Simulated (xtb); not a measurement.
Harmonic IR lines of one isomer of C$_{10}$H$_{8}$SSi, unscaled. Calculation: GFN2-xTB in xtb.

wavenumber (cm⁻¹): 515 (w), 551 (w), 580 (w), 640 (vw), 769 (m), 779 (m), 786 (vs), 808 (w), 952 (w), 1099 (vw), 1365 (w), 1523 (vw), 2256 (vs), 2270 (s), 3079 (w), 3090 (w), 3127 (w)

Q: Name which structure gives these lines.
A. `C#Cc1cc2cccc([SiH3])c2s1`
B. `C#Cc1cc2sccc2cc1[SiH3]`
C. `C#Cc1cc([SiH3])cc2sccc12`
D. `C#Cc1cc([SiH3])cc2ccsc12`

A: A, `C#Cc1cc2cccc([SiH3])c2s1`
